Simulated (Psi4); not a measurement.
cyclopropene (C₃H₄), singlet, at a GFN2-xTB geometry; MP4/cc-pVDZ (Psi4).

Input for Psi4:
```
memory 2 GB

molecule mol {
0 1
C    -0.023980   -0.009884    0.852919
C     0.014152   -0.642536   -0.506755
C     0.013921    0.654107   -0.491735
H     0.865702   -0.016920    1.474061
H    -0.947157   -0.016654    1.423095
H     0.028731   -1.565950   -1.030141
H     0.028167    1.589403   -0.993590
}

set {
  basis cc-pvdz
  reference rhf
  freeze_core true
}

energy('mp4')
print_variables()
```

Output, abridged:

```
   => Loading Basis Set <=

    Name: CC-PVDZ
    Role: ORBITAL
    Keyword: BASIS

         ---------------------------------------------------------
                                   SCF
               by Justin Turney, Rob Parrish, Andy Simmonett
                          and Daniel G. A. Smith
                              RHF Reference
         ---------------------------------------------------------

  ==> Geometry <==

    Molecular point group: c1
    Full point group: C1

    Geometry (in Angstrom), charge = 0, multiplicity = 1:

       Center              X                  Y                   Z               Mass
    ------------   -----------------  -----------------  -----------------  -----------------
         C           -0.024588694712    -0.010134898742     0.874566871002    12.000000000000
         C            0.013543305288    -0.642786898742    -0.485107128998    12.000000000000
         C            0.013312305288     0.653856101258    -0.470087128998    12.000000000000
         H            0.865093305288    -0.017170898742     1.495708871002     1.007825032230
         H           -0.947765694712    -0.016904898742     1.444742871002     1.007825032230
         H            0.028122305288    -1.566200898742    -1.008493128998     1.007825032230
         H            0.027558305288     1.589152101258    -0.971942128998     1.007825032230

  Running in c1 symmetry.

  Rotational constants: A =      1.00557  B =      0.74384  C =      0.46681 [cm^-1]
  Rotational constants: A =  30146.32037  B =  22299.78871  C =  13994.62687 [MHz]
  Nuclear repulsion =   64.110159998844551

  Charge       = 0
  Multiplicity = 1
  Electrons    = 22
  Nalpha       = 11
  Nbeta        = 11

  ==> Algorithm <==

  SCF Algorithm Type is PK.
  DIIS enabled.
  MOM disabled.
  Fractional occupation disabled.
  Guess Type is SAD.
  Energy threshold   = 1.00e-08
  Density threshold  = 1.00e-08
  Integral threshold = 1.00e-12

  ==> Primary Basis <==

  Basis Set: CC-PVDZ
    Blend: CC-PVDZ
    Number of shells: 30
    Number of basis functions: 62
    Number of Cartesian functions: 65
    Spherical Harmonics?: true
    Max angular momentum: 2

  ==> Integral Setup <==

  Using in-core PK algorithm.
   Calculation information:
      Number of atoms:                   7
      Number of AO shells:              30
      Number of primitives:             86
      Number of atomic orbitals:        65
      Number of basis functions:        62

[...]
  @RHF Final Energy:  -115.83234612770457
    Total Energy =                       -115.8323461277045681
[...]
        v(ab,ci) diagrams will be evaluated in   1 blocks over ov2.
        v(ab,ci) diagrams will be evaluated in   1 blocks over ov.

  Allocate cpu memory (    17.28 mb).....done.
  Initialize cpu memory..................done.

  ==> MP4(SDQ) <==

        OS MP2 correlation energy:            -0.303089469225
        SS MP2 correlation energy:            -0.096876801130
        MP2 correlation energy:               -0.399966270354
      * MP2 total energy:                   -116.232312398059

        OS MP2.5 correlation energy:          -0.318547195555
        SS MP2.5 correlation energy:          -0.093970441721
        MP2.5 correlation energy:             -0.412517637276
      * MP2.5 total energy:                 -116.244863764981

        OS MP3 correlation energy:            -0.334004921885
        SS MP3 correlation energy:            -0.091064082313
        MP3 correlation energy:               -0.425069004198
      * MP3 total energy:                   -116.257415131903

        OS MP4(SDQ) correlation energy:       -0.340452344782
        SS MP4(SDQ) correlation energy:       -0.082659338474
        MP4(SDQ) correlation energy:          -0.428823285619
      * MP4(SDQ) total energy:              -116.261169413324

        ==> Resort (ov|vv) integrals for low-memory (T) computation <==

        *******************************************************
        *                                                     *
        *                       MP4(T)                        *
        *                                                     *
        *******************************************************

        Using low-memory algorithm.

        num_threads:                      1
        memory requirements:        2.76 mb

        Number of abc combinations: 23426

        Computing (T) correction...

        % complete  total time
              10.0
              20.0
              30.0
              40.0
              50.0
              60.0
              70.0
              80.0
              90.0

        MP4(T) correlation energy:              -0.015542933157

        MP4(SDTQ) correlation energy:           -0.444366218776
      * MP4(SDTQ) total energy:               -116.276712346481

  Variable Map:
  ----------------------------------------------------------------------------
[...]
  Array Variable Map:
  ----------------------------------------------------------------------------
[...]
[...]
```
